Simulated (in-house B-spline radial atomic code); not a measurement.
Values are calculated unless marked as measured or tabulated.
**Stopping and range of 50 keV S in InSb**

The pair potential comes from two frozen, spherical free-atom densities (PBE, B-spline radial code, scalar-relativistic past argon): electrostatics plus the change in Thomas-Fermi kinetic and Dirac exchange energy where they overlap, the recipe behind the universal ZBL potential, which averages such potentials (from solid-state densities) over many pairs. It is written V = (Z1 Z2 e²/r) φ(r/a), with e² = 14.3996 eV·Å and a = 0.46850 Å/(Z1^0.23 + Z2^0.23); ZBL's fit is φ = 0.18175 e^(−3.1998x) + 0.50986 e^(−0.94229x) + 0.28022 e^(−0.4029x) + 0.02817 e^(−0.20162x). Where φ falls below 4e-4 it is continued as an exponential.

The target is taken as amorphous, with density 5.77 g/cm³ (NSM archive of the Ioffe Institute); channelling is ignored. Masses: S 32.06, In 114.82, Sb 121.76 u. Nuclear stopping is S_n = 4π a Z1 Z2 e² M1/(M1 + M2) × s_n(ε), with s_n integrated over impact parameters for each pair. Electronic stopping is Lindhard and Scharff's S_e = Z1^(1/6) 8π e² a0 Z1 Z2/(Z1^(2/3) + Z2^(2/3))^(3/2) × v/v0, with a0 = 0.529177 Å and v = v0 at 24.801 keV/u; it misses the oscillations with Z1 seen in experiment, which reach tens of per cent. Compounds add by atom fraction.

```tsv
target atom	a (Å)	ε at this energy	s_n, this pair	s_n, ZBL potential
In	0.10796	0.3738	0.3568	0.3497
Sb	0.10740	0.3618	0.3566	0.35
```

(1) What are the atom density and the stopping powers at entry?

Along the track:

```tsv
E (keV)	N S_n (eV/nm)	N S_e (eV/nm)
2.5	209	45
7.5	285	78
15	325	110
25	344	142
37.5	349	174
50	348	201
```

(2) Estimate the path length and the projected range.

Answers

(1) N = 5.77 × 0.602214/118.29 = 0.02938 atoms/Å³. For In: S_n = 3343 × 0.3568 = 1193 eV·Å², S_e = 3.0476 × √50000 = 681.5 eV·Å². For Sb: S_n = 3305 × 0.3566 = 1179 eV·Å², S_e = 3.0867 × √50000 = 690.2 eV·Å². Averaged over the target's atoms (half each) and times N × 10 Å/nm, the ion loses N S_n = 348 eV/nm to recoils and N S_e = 201 eV/nm to electrons; the nuclear share is 63 %.

(2) With continuous slowing down the path is the integral of dE/(N (S_n + S_e)). Trapezoids over the table give 106 nm, and the stretch below the first row, with stopping taken as √E, adds 2E/(N S) = 20 nm: 125 nm in all, against 121 nm on a fine grid from 5 eV. Deflections shorten the depth: to first order in the energy passed on, N (S_n + S_e) dR_p/dE = 1 − N S_n (M2/M1) R_p/(2E), summed over the target's atoms, and integrating this on the fine grid gives R_p = 43.9 nm, 0.36 of the path. Lindhard's rule of thumb R/(1 + M2/3M1), with mean M2/M1 = 3.69, gives 54.5 nm; it is meant for M2/M1 below about 2. On the ZBL potential the same equation gives 44.9 nm, and the full integral equation, which keeps hard collisions, 47.9 nm.
